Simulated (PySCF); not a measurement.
**UHF on Cd²⁺ (cadmium, charge +2)**

Configuration: [Kr] 4d9 5p1, one real determinant (an excited configuration). Computed with PySCF 2.14 in def2-TZVPPD with the def2 core potential (28 electrons), with scalar relativity through the core potential.

```
Total energy                                                  : -165.436657 hartree
One-electron energy                                           : -279.2861 hartree
Hartree (Coulomb) energy                                      : 127.7790 hartree
Exchange energy                                               : -13.9295 hartree
⟨S²⟩                                                          : 2.0020
⟨L²⟩                                                          : 8.027
Sum of ⟨r⟩                                                    : 21.51 bohr
Sum of ⟨r²⟩                                                   : 33.45 bohr²
Traceless quadrupole moment −½Σ⟨3z² − r²⟩ along its main axis : -3.60 e·bohr²
```

```tsv
shell	electrons	mean orbital energy (hartree)	spread (hartree)	rms radius, mean of both spins (bohr)
4s α	1	-5.79142	0	0.942
4s β	1	-5.69821	0	0.942
4p α	3	-4.15555	0.07234	1.03
4p β	3	-4.04405	0.07426	1.03
4d α	5	-1.66373	0.07613	1.30
4d β	4	-1.61528	0.03493	1.30
5p α	1	-0.71901	0	3.18
```

⟨L²⟩ = 8.03 against 12 for a pure F term, so this real determinant mixes terms. Energies and moments cover only the electrons outside the core potential.
